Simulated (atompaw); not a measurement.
## u(r) = r·R(r): atom against pseudo-atom (O (Z = 8))

Columns: radius, all-electron u(r) and pseudo u(r) of the 2p shell (level -24.60 eV) of oxygen in the configuration [He] 2s2 2p3; LDA (PW92), non-relativistic, PAW (atompaw) scheme, atompaw 4.2.0.5.

```
r (bohr)  all-electron  pseudo
   0.081        0.0803  0.0067
   0.162        0.2401  0.0266
   0.242        0.4090  0.0582
   0.323        0.5621  0.1009
   0.404        0.6863  0.1524
   0.485        0.7798  0.2103
   0.565        0.8438  0.2715
   0.646        0.8836  0.3346
   0.727        0.9023  0.3963
   0.808        0.9042  0.4541
   0.888        0.8931  0.5052
   0.969        0.8719  0.5490
   1.050        0.8434  0.5836
   1.131        0.8096  0.6081
   1.212        0.7724  0.6221
   1.292        0.7336  0.6259
   1.373        0.6932  0.6203
   1.454        0.6525  0.6062
   1.535        0.6123  0.5851
   1.615        0.5733  0.5588
   1.696        0.5350  0.5284
   1.777        0.4981  0.4958
   1.858        0.4629  0.4623
   1.938        0.4297  0.4297
   2.019        0.3979  0.3979
   2.100        0.3678  0.3678
```

(1) How many radial nodes do the two functions have?

(2) Is the pseudo-wave norm-conserving?

Results:

(1) The all-electron 2p function has n − l − 1 = 0; the pseudo-wave has 0.

(2) No, it belongs to a PAW set: the norm inside the radius is not constrained, and the difference is carried by the augmentation charge.
